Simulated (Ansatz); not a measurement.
Molecular dynamics of CH$_{7}$Cl$_{2}$NSi$_{2}$

The input (input.yaml):

```yaml
crystal:
  periodic: [false, false, false]
  atoms:
    - { symbol: "N", position_ang: [0.131072, -2.537069, 0.026562] }
    - { symbol: Si, position_ang: [0.581879, -0.895079, 0.381278] }
    - { symbol: Cl, position_ang: [2.641673, -0.399534, -0.268755] }
    - { symbol: C, position_ang: [-0.49968, 0.316647, -0.592217] }
    - { symbol: Si, position_ang: [-0.376818, 2.134368, -0.056651] }
    - { symbol: Cl, position_ang: [-1.332645, 2.301495, 1.907844] }
    - { symbol: H, position_ang: [0.330441, -3.294756, 0.660903] }
    - { symbol: H, position_ang: [-0.174656, -2.833494, -0.887111] }
    - { symbol: H, position_ang: [0.601008, -0.710571, 1.860628] }
    - { symbol: H, position_ang: [-0.219648, 0.258857, -1.653095] }
    - { symbol: H, position_ang: [-1.544926, -0.005173, -0.504293] }
    - { symbol: H, position_ang: [1.032818, 2.598686, 0.113298] }
    - { symbol: H, position_ang: [-1.150217, 3.030923, -0.973793] }
basis:
  gaussian: { orbitals: "6-31G" }
hamiltonian:
  xc: pbe0
md:
  timestep: 0.5
  n_steps: 300
  ensemble: nvt_langevin
  temperature: 1000.0
  initial_velocities: maxwell_boltzmann
  seed: 532727
  friction: 0.01
  temperature_schedule:
    - { n_steps: 75, end_temperature: 1000.0 }
    - { n_steps: 225, end_temperature: 250.0 }
scf:
  lower_state_search: "off"
```

Command:

```bash
$ ansatz run input.yaml --threads 1 --pin off --max-ram 2048MiB --backend cpu --events-out ev --progress --plain --runs-dir out
```

It starts from a relaxed structure.

Output, in part (step lines, the closing report, with atoms numbered from 0):

```
md step     0: t =     0.00 fs  T =   923.1 K (target 1000.0 K)  F+E_penalty+E_count = -43422.03098617 eV  E_kin = 1.551120 eV  (14 SCF iters)
md step     1: t =     0.50 fs  T =   862.6 K (target 1000.0 K)  F+E_penalty+E_count = -43422.01525581 eV  E_kin = 1.449493 eV  (19 SCF iters)
md step     2: t =     1.00 fs  T =   819.1 K (target 1000.0 K)  F+E_penalty+E_count = -43421.97177137 eV  E_kin = 1.376363 eV  (19 SCF iters)
md step     3: t =     1.50 fs  T =   779.3 K (target 1000.0 K)  F+E_penalty+E_count = -43421.91226319 eV  E_kin = 1.309557 eV  (19 SCF iters)
md step     4: t =     2.00 fs  T =   722.4 K (target 1000.0 K)  F+E_penalty+E_count = -43421.85632065 eV  E_kin = 1.213893 eV  (19 SCF iters)
md step     5: t =     2.50 fs  T =   653.9 K (target 1000.0 K)  F+E_penalty+E_count = -43421.81582795 eV  E_kin = 1.098755 eV  (19 SCF iters)
md step     6: t =     3.00 fs  T =   675.9 K (target 1000.0 K)  F+E_penalty+E_count = -43421.78676432 eV  E_kin = 1.135697 eV  (19 SCF iters)
md step     7: t =     3.50 fs  T =   668.2 K (target 1000.0 K)  F+E_penalty+E_count = -43421.76392601 eV  E_kin = 1.122818 eV  (19 SCF iters)
[... lines left out ...]
md step   297: t =   148.50 fs  T =   698.7 K (target 261.7 K)  F+E_penalty+E_count = -43421.38096410 eV  E_kin = 1.174076 eV  (19 SCF iters)
md step   298: t =   149.00 fs  T =   681.9 K (target 258.3 K)  F+E_penalty+E_count = -43421.39874494 eV  E_kin = 1.145911 eV  (19 SCF iters)
md step   299: t =   149.50 fs  T =   630.9 K (target 255.0 K)  F+E_penalty+E_count = -43421.39787387 eV  E_kin = 1.060139 eV  (19 SCF iters)
md step   300: t =   150.00 fs  T =   623.4 K (target 251.7 K)  F+E_penalty+E_count = -43421.37835138 eV  E_kin = 1.047548 eV  (19 SCF iters)
Total energy: -43421.37838223 eV, -1595.7062234796 hartree
Atom 0 at    -0.119283    -2.231451     0.827962 Å, force     0.583429     2.095386    -0.163174 eV/Å
Atom 1 at     0.546119    -0.525424     0.783060 Å, force     0.086625    -2.306553     2.155866 eV/Å
Atom 2 at     2.701881    -0.686546     0.075349 Å, force    -0.741600     0.277274     0.093782 eV/Å
Atom 3 at    -0.291345     0.781903    -0.235447 Å, force    -1.277383    -0.898039    -2.740554 eV/Å
Atom 4 at    -0.068006     2.578624     0.276941 Å, force     0.642279     0.829193    -1.263087 eV/Å
Atom 5 at    -0.940289     2.507964     2.208740 Å, force    -0.509181     0.348404     1.016464 eV/Å
Atom 6 at    -0.066789    -2.798970     1.661095 Å, force     0.049777     0.282939     0.081558 eV/Å
Atom 7 at    -0.201490    -2.755826    -0.013550 Å, force    -0.178297    -0.443801    -0.582881 eV/Å
Atom 8 at     0.572175    -0.169621     2.259705 Å, force     0.229765    -0.027773    -0.460259 eV/Å
Atom 9 at     0.082977     0.483926    -1.262099 Å, force    -0.174716     1.055113     0.516636 eV/Å
Atom 10 at    -1.407643     0.618310    -0.366131 Å, force     1.047936    -0.127042     0.637244 eV/Å
Atom 11 at     1.386738     2.895550     0.389909 Å, force     0.072578     0.033578     0.164258 eV/Å
Atom 12 at    -0.694939     3.753018    -0.565745 Å, force     0.168787    -1.118679     0.544146 eV/Å
Dipole moment:    -0.510077    -0.151684    -0.504440 e Å
```

The steps, from the saved trajectory:

```json
{"time (fs)": "0.0", "T (K)": "923", "potential energy less start (eV)": "0.000"}
{"time (fs)": "5.0", "T (K)": "554", "potential energy less start (eV)": "0.322"}
{"time (fs)": "10.0", "T (K)": "518", "potential energy less start (eV)": "0.442"}
{"time (fs)": "15.0", "T (K)": "583", "potential energy less start (eV)": "0.509"}
{"time (fs)": "20.0", "T (K)": "531", "potential energy less start (eV)": "0.801"}
{"time (fs)": "25.0", "T (K)": "561", "potential energy less start (eV)": "0.981"}
{"time (fs)": "30.0", "T (K)": "534", "potential energy less start (eV)": "1.176"}
{"time (fs)": "35.0", "T (K)": "558", "potential energy less start (eV)": "1.085"}
{"time (fs)": "40.0", "T (K)": "615", "potential energy less start (eV)": "0.980"}
{"time (fs)": "45.0", "T (K)": "599", "potential energy less start (eV)": "0.895"}
{"time (fs)": "50.0", "T (K)": "602", "potential energy less start (eV)": "1.061"}
{"time (fs)": "55.0", "T (K)": "696", "potential energy less start (eV)": "0.947"}
{"time (fs)": "60.0", "T (K)": "758", "potential energy less start (eV)": "0.799"}
{"time (fs)": "65.0", "T (K)": "549", "potential energy less start (eV)": "1.103"}
{"time (fs)": "70.0", "T (K)": "745", "potential energy less start (eV)": "0.880"}
{"time (fs)": "75.0", "T (K)": "686", "potential energy less start (eV)": "1.006"}
{"time (fs)": "80.0", "T (K)": "896", "potential energy less start (eV)": "0.830"}
{"time (fs)": "85.0", "T (K)": "754", "potential energy less start (eV)": "0.975"}
{"time (fs)": "90.0", "T (K)": "903", "potential energy less start (eV)": "0.692"}
{"time (fs)": "95.0", "T (K)": "853", "potential energy less start (eV)": "0.639"}
{"time (fs)": "100.0", "T (K)": "614", "potential energy less start (eV)": "0.950"}
{"time (fs)": "105.0", "T (K)": "443", "potential energy less start (eV)": "0.938"}
{"time (fs)": "110.0", "T (K)": "605", "potential energy less start (eV)": "0.780"}
{"time (fs)": "115.0", "T (K)": "554", "potential energy less start (eV)": "0.809"}
{"time (fs)": "120.0", "T (K)": "550", "potential energy less start (eV)": "0.898"}
{"time (fs)": "125.0", "T (K)": "601", "potential energy less start (eV)": "0.773"}
{"time (fs)": "130.0", "T (K)": "596", "potential energy less start (eV)": "0.884"}
{"time (fs)": "135.0", "T (K)": "471", "potential energy less start (eV)": "1.094"}
{"time (fs)": "140.0", "T (K)": "523", "potential energy less start (eV)": "0.975"}
{"time (fs)": "145.0", "T (K)": "607", "potential energy less start (eV)": "0.823"}
{"time (fs)": "150.0", "T (K)": "623", "potential energy less start (eV)": "0.653"}
```

All steps were run. The schedule's set-point averaged 500 K over the second half and the system 645 K, so it lags behind the ramp. A run of 0.15 ps of so small a system gives no equilibrium averages. Limits of this set-up: no polarisation functions.

The same pairs are bonded in the first frame and the last. Pairs count as bonded within 1.25 times the sum of covalent radii (0.12 Å more for H–H).

Last frame:

```xyz
13
Properties=species:S:1:pos:R:3
N -0.119 -2.232 0.828
Si 0.546 -0.525 0.783
Cl 2.702 -0.686 0.075
C -0.291 0.782 -0.235
Si -0.068 2.579 0.277
Cl -0.940 2.508 2.209
H -0.067 -2.799 1.661
H -0.202 -2.756 -0.014
H 0.572 -0.170 2.260
H 0.083 0.484 -1.262
H -1.408 0.618 -0.366
H 1.387 2.896 0.390
H -0.695 3.753 -0.566
```

Time of the run: 22 min on 1 CPU thread of a shared host.
